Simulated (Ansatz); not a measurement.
Ideal-gas functions of `[OH2+][GaH3-]` at 800 K and 1 bar, from an Ansatz frequency run at PBE0-D4/def2-TZVP.

Molar mass 90.76 g/mol, point group C1 (symmetry number 1), electronic degeneracy 1, moments of inertia 9.012, 76.807, 77.602 u Å². Harmonic wavenumbers (cm⁻¹, unscaled): 61, 262, 341, 372, 507, 635, 753, 754, 757, 1622, 1914, 1924, 1964, 3824, 3924.

Use S(trans) = R[1.5 ln M + 2.5 ln T − 1.1517]; rotational temperatures θ = 24.2544 K / I; S(rot) = R[ln(√π/σ · √(T³/θAθBθC)) + 1.5]; for each mode x = 1.438777 ν̃/T, S = R[x/(eˣ − 1) − ln(1 − e⁻ˣ)] and H = RT x/(eˣ − 1); 1 cm⁻¹ = 0.0119627 kJ/mol; R = 8.31446 J/(mol·K).

Question: By hand: the entropy, in J/(mol·K).

Answer: Translation 185.6. Rotation: θ = 2.6913, 0.3158, 0.3125 K, giving 106.1. Vibration, mode by mode: 26.69, 14.65, 12.51, 11.81, 9.36, 7.65, 6.40, 6.39, 6.36, 1.85, 1.22, 1.20, 1.13, 0.07, 0.06, in all 107.3. Electronic 0.0. Sum 399.0 J/(mol·K).

Question: By hand: H − E and G − E in kJ/mol, counted from the electronic energy.

Answer: Zero-point energy ½ × 19614 × 0.0119627 = 117.3; thermal vibration 41.4; translation, rotation and pV give 4 RT = 26.6. H − E = 185.3 kJ/mol, and G − E = 185.3 − 800 × 399.0/1000 = -133.9 kJ/mol.

Vibration gives 27 % of the entropy, 26.7 J/(mol·K) of it from the mode under 150 cm⁻¹: soft modes count most, and the harmonic formula is weakest for them. The sum counts one conformer and one mirror image; others add a mixing term.
